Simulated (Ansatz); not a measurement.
# Relaxing a trial structure of Ge2H6Si

The starting geometry of this gas-phase singlet was optimised with GFN2-xTB; its bonds are those of `[GeH][SiH2][GeH3]`.

```tsv
atom	x (Å)	y (Å)	z (Å)
Ge	-1.5776	3.3339	0.4636
Ge	-0.1443	0.7377	-1.2547
Si	0.1898	1.7802	0.8388
H	-0.5108	4.3507	-0.1976
H	1.6267	2.0804	0.9235
H	-0.0071	0.7157	1.8401
H	-0.6585	-0.6791	-1.2957
H	0.9657	0.7155	-2.2709
H	-1.2329	1.4389	-2.0532
```

Problem. Predict what becomes of its bonds when it is optimised with PBE0-D3(BJ)/def2-SVP.

Solution. A new bond forms, giving a structure with H9 bridging Ge2 and Ge1, given below by its coordinates. Distances that change by over a tenth: Ge1–Ge2 (3.43 → 2.87 Å), Ge2–H9 (1.52 → 1.69 Å). Contacts that close: Ge1–H9 (3.17 → 1.86 Å).

The energy falls by 0.42 eV over 13 steps:

| step | E − E(last) (eV) |
| --- | --- |
| 1 | 0.419 |
| 2 | 0.225 |
| 4 | 0.152 |
| 5 | 0.123 |
| 6 | 0.079 |
| 8 | 0.009 |
| 9 | 0.002 |
| 10 | 0.000 |
| 12 | 0.000 |
| 13 | 0.000 |

Final geometry (Å):

```xyz
9

Ge   -1.5123    2.9876   -0.0275
Ge   -0.0622    0.7914   -1.1719
Si    0.2848    1.6535    0.9803
H    -0.3405    3.7835   -0.7635
H     1.6611    2.2047    1.1348
H    -0.0244    0.6382    2.0281
H    -0.8058   -0.5353   -1.3871
H     0.8448    1.1555   -2.3529
H    -1.3945    1.7947   -1.4464
```

Frequencies at the end are all real (lowest 180 cm⁻¹). Run with Ansatz 0.2.0, 27 s on 2 threads of Intel(R) Xeon(R) 6975P-C (Granite Rapids), with other jobs on the host.
